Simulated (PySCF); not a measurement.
## Correlation energy of Ga⁺ (gallium, charge +1)

[Ar] 3d10 4s2, closed-shell 1S. Computed with PySCF 2.14 in aug-cc-pVDZ-PP with ECP10MDF, with scalar relativity through the core potential. Frozen: 3s2 3p6 3d10; 2 electrons correlated.

Total MP2 correlation energy: -23.31 mhartree.

Same-spin part 0.00 and opposite-spin part -23.31 mhartree; SCS-MP2 scales them by 1/3 and 6/5 to -27.97 mhartree.

With two correlated electrons CCSD is exact within the correlated space (frozen core and kept virtual orbitals).

```tsv
level	correlation energy (mhartree)
CCSD	-35.42
```

Diagnostics: T1 = 0.0048, D1 = 0.0068, largest double amplitude 0.096.

Question: Is a single reference adequate?

Answer: Mostly. T1 lies below 0.03, but a double amplitude of this size points to a near-degeneracy that CCSD handles and MP2 describes poorly.
